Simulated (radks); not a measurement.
Coulomb parameter of the 4d shell of neutral silver in the model configuration [Kr] 4d9 5s1 5p1, as a second difference U = [E(n + 0.25) + E(n - 0.25) - 2 E(n)] / (0.25)^2 with all orbitals relaxed. "Bare": the charge of the atom changes with n. "Screened": the 5p shell takes up the change at fixed total charge, which measures U(4d,4d) + U(5p,5p) - 2 U(4d,5p). Method: scalar-relativistic Kohn-Sham, LDA (Slater exchange, Perdew-Wang correlation), spin-unpolarised, spherical densities, finite nucleus; Fermi nuclear charge, rms radius 4.5454 fm; computed with a radial shooting solver on a logarithmic mesh with Libxc functionals.

case                     configuration  E - E(n) (eV)
start                 [Kr] 4d9 5s1 5p1          0.000
bare +0.25         [Kr] 4d9.25 5s1 5p1         -2.843
bare -0.25         [Kr] 4d8.75 5s1 5p1          3.503
screened +0.25  [Kr] 4d9.25 5s1 5p0.75         -2.484
screened -0.25  [Kr] 4d8.75 5s1 5p1.25          2.714

U(bare) = 10.571 eV, U(screened by 5p) = 3.675 eV, against the Slater integral F0(4d,4d) = 18.457 eV with frozen orbitals. The step up makes a negative ion, whose loosely bound charge lowers the bare value.
